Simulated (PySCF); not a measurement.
Unknown compound

An unknown has the formula C₈H₉OP. Its calculated NMR data are:

1H NMR (400 MHz, computed): δ 10.24 (m, 1H), 7.97 (m, 1H), 7.93 (m, 1H), 2.97 (m, 3H), 2.73 (s, 3H).

13C{1H} NMR (computed): δ 197.6, 186.0, 175.1, 145.5, 144.1, 142.9, 28.7, 26.1.

All values are calculated (PySCF): GIAO PBE0/pcSseg-1 shieldings, geometry: GFN2-xTB. Equivalent nuclei averaged, one computed conformer, relativity neglected, in vacuum.

δ = σ(ref) − σ, references computed at the same level: 1H (σref 31.72), 13C (σref 186.93) against TMS.

Which of these isomers gave the spectra?
A. Cc1cc(C)pc(C=O)c1
B. CC(=O)c1cccc(C)p1
C. C#Cc1pc(C)oc1CC
D. O=[P@@H]1C[C@@H]1c1ccccc1
E. CC#CP(C)c1ccoc1

Answers

A. 

- 8 carbon signals for 8 carbons: no two carbons are equivalent.
- Carbon types of the structure: 3 × C, 3 × CH, 2 × CH3, which accounts for all hydrogens.
- δC 197.6: aldehyde carbonyl carbon; the double bond to the heteroatom, with no lone-pair donor beside it, deshields it most.
- δC 186.0, 175.1, 145.5: substituted aromatic carbon.
- δC 144.1, 142.9: aromatic CH.
- δH 10.24: hydrogen on an aldehyde carbonyl carbon; the formyl region, downfield of aromatic protons.
- δH 2.97, 2.73: hydrogen on a methyl carbon on an aromatic ring; benzylic-type position, deshielded by the ring.

The others: CC(=O)c1cccc(C)p1 has carbons computed at 201.9, 186.4, 176.6, 140.4, 136.5, 134.5, 29.6, 26.8; C#Cc1pc(C)oc1CC would give 4 signals for carbon-bound and other non-exchanging H, not 5; O=[P@@H]1C[C@@H]1c1ccccc1 would give 6 carbon signals, not 8; CC#CP(C)c1ccoc1 has carbons computed at 148.0, 144.6, 132.7, 121.1, 108.3, 86.4, 16.6, 6.2.

Splittings by 31P in the carbon and heteronuclear signals aren't shown, as no couplings were computed. Shifts are as computed. Against solution values, carbons near 30 ppm lie about +3 ppm off and those near 130 ppm about +5 ppm. Of 1211 compounds with measured shifts, 218 miss one by over three times the rms of a fit or turn the order of signals round; such compounds aren't used in these exercises. No couplings were computed; multiplicities are counted from neighbouring protons, with m where these are inequivalent, close in shift, in a saturated or five-membered ring or joined by F or P, and br s for small geminal =CH2 splittings.
